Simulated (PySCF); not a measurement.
PySCF 2.14 output of an unrestricted M06-L calculation on a single atom or ion in aug-cc-pwCVDZ (5s4p2d, 27 functions), with no relativity, point nucleus:

```
SCF conv_tol = 1e-09
number electrons alpha = 5  beta = 2
    Y. Zhao and D. G. Truhlar.,  J. Chem. Phys. 125, 194101 (2006)
    Y. Zhao and D. G. Truhlar.,  J. Chem. Phys. 125, 194101 (2006)
    Y. Zhao and D. G. Truhlar.,  Theor. Chem. Acc. 120, 215 (2008)
cycle= 1 E= -97.7901554541204  delta_E= -0.000548  |g|= 0.00611  |ddm|= 0.0453
cycle= 2 E= -97.7901599864377  delta_E= -4.53e-06  |g|= 0.0014  |ddm|= 0.0096
cycle= 3 E= -97.7901602385371  delta_E= -2.52e-07  |g|= 5.65e-05  |ddm|= 0.00165
cycle= 4 E= -97.7901602391285  delta_E= -5.91e-10  |g|= 3.23e-06  |ddm|= 0.000111
converged SCF energy = -97.7901602391285  <S^2> = 3.7540853  2S+1 = 4.0020421
```

The run itself started from symmetry-adapted Hartree-Fock orbitals and held the occupation by maximum overlap, on a logarithmic radial grid, so the iterations belong to that start.

Q: Which element, charge and spin multiplicity is this?

A: F²⁺ (fluorine, charge +2), multiplicity 4; the state was [He] 2s2 2p3, high-spin 4S determinant.
